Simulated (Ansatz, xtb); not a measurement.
**BSi3: where a starting geometry ends**

The starting geometry of this gas-phase doublet has its atoms placed at random.

```xyz
4

B    -1.2735   -0.2025    1.2100
Si   -0.7587   -1.6990    0.3222
Si   -0.6034   -0.6928   -1.4537
Si    0.0560    0.6508    0.1288
```

Question: Guess where an optimisation with r2SCAN-D4/def2-SVP ends from this start.

Answer: It ends as a structure given below by its coordinates. Distances that change by over a tenth: Si2–Si3 (2.05 → 2.32 Å).

The energy falls by 1.24 eV over 8 steps:

| step | E − E(last) (eV) |
| --- | --- |
| 1 | 1.245 |
| 2 | 0.315 |
| 3 | 0.076 |
| 4 | 0.009 |
| 5 | 0.001 |
| 6 | 0.000 |
| 7 | 0.000 |
| 8 | 0.000 |

Final geometry (Å):

```xyz
4

B    -0.9814   -0.2209    1.6279
Si   -1.0674   -1.6255    0.2670
Si   -0.2626   -0.7867   -1.7360
Si   -0.2680    0.6895    0.0485
```

From the same start GFN2-xTB ends elsewhere, differing in Si2–Si4 (3.30 against 2.46 Å here).

From so rough a start the end depends on the optimiser's path, so another program may land elsewhere. The end wasn't checked by frequencies. Open shells are spin-unrestricted. Run with Ansatz 0.2.0, 63 s on 1 thread of Intel(R) Xeon(R) Platinum 8375C CPU @ 2.90GHz (Ice Lake), on a shared host.
